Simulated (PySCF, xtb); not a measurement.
CaF, SMILES [Ca+][F], charge +1.

GFN2-xTB run with xtb at its own geometry gives an orbital gap of 1.58 eV.

Geometry: B3LYP-D3(BJ)/def2-TZVPD. The spin state was assumed, not searched.

Task: What does PBE/def2-TZVPD in PySCF give? (An estimate is asked for; the answer gives what the named calculation found.)

Result: gap 5.52 eV (levels -13.38 and -7.86 eV).
